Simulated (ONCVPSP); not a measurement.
**u(r) = r·R(r): atom against pseudo-atom (Yb (Z = 70))**

Columns: radius, all-electron u(r) and pseudo u(r) of the 5d shell (level -1.88 eV) of ytterbium in the configuration [Kr] 4d10 4f13 5s2 5p6 5d1 6s2; PBEsol, scalar-relativistic, ONCV scheme, ONCVPSP 4.0.1.

```csv
r (bohr),all-electron,pseudo
0.152,0.1392,0.0020
0.305,-0.1495,0.0157
0.458,-0.2331,0.0497
0.610,-0.1056,0.1070
0.762,0.0786,0.1853
0.915,0.2478,0.2775
1.068,0.3797,0.3724
1.220,0.4735,0.4588
1.372,0.5360,0.5291
1.525,0.5743,0.5788
1.678,0.5943,0.6069
1.830,0.6010,0.6160
1.982,0.5983,0.6113
2.135,0.5892,0.5979
2.288,0.5759,0.5803
2.440,0.5600,0.5617
2.592,0.5425,0.5429
2.745,0.5239,0.5239
2.898,0.5048,0.5048
3.050,0.4856,0.4856
3.202,0.4664,0.4663
3.355,0.4471,0.4470
3.508,0.4279,0.4279
3.660,0.4092,0.4092
3.812,0.3908,0.3908
3.965,0.3727,0.3727
```

Task: How many radial nodes do the two functions have?

Result: The all-electron 5d function has n − l − 1 = 2; the pseudo-wave has 0, since the states of the same l below it are removed with the core.

Task: At about which radius was the pseudo-wave matched?

Result: 3.05 bohr. The columns agree to 0.0005 from 2.59 bohr on; several derivatives are matched, so the curves merge somewhat inside the radius.

Task: Where does each function peak?

Result: Outermost all-electron maximum near 1.83 bohr, pseudo maximum near 1.83 bohr (to the table’s step).

Task: Is the pseudo-wave norm-conserving?

Result: Yes: the ONCV scheme keeps the norm inside the radius equal to the all-electron one, which fixes the energy derivative of the logarithmic derivative at the level.
